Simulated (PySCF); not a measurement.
FGeH₅SSi.
SMILES: `[F][GeH2][S][SiH3]`

Computed, not measured: MP2 and CCSD/aug-cc-pVDZ in PySCF, restricted Hartree–Fock reference, frozen core, non-relativistic, gas phase, PBE0-D3(BJ)/def2-SVP geometry.

E(HF) = -2864.24836 Eh.

(1) How large is the problem?

(2) What are the MP2 and CCSD correlation energies?

(3) What is the T1 diagnostic?

(4) How does correlation change the dipole moment?

Answers

(1) 158 basis functions and 76 electrons; 20 orbitals frozen, which leaves o = 18 correlated occupied and v = 120 virtual orbitals. That is o·v = 2160 singles and o·v(o·v + 1)/2 = 2333880 distinct closed-shell doubles amplitudes before symmetry; the costliest CCSD step grows as o²v⁴ = 6.7 × 10^10.

(2) MP2 -0.5811 Eh and CCSD -0.6311 Eh, which gives totals of -2864.82943 and -2864.87945 Eh. That is 0.477 eV for each correlated electron at CCSD (1657 kJ/mol in all, 0.022 % of the total energy); MP2 gives 92.1 % of the CCSD value.

(3) 0.0117, below the customary warning level of 0.02. It is the norm of the spatial-orbital singles amplitudes over the root of the number of correlated electrons, so the norm is 0.070.

(4) HF gives 1.67 D and CCSD (unrelaxed density) 1.50 D, a change of -0.17 D.

No triples correction and no basis-set extrapolation were made.

The values belong to the conformer `[F:1][GeH2:2][S:3][SiH3:4]`: F1–Ge2–S3–Si4 52°.
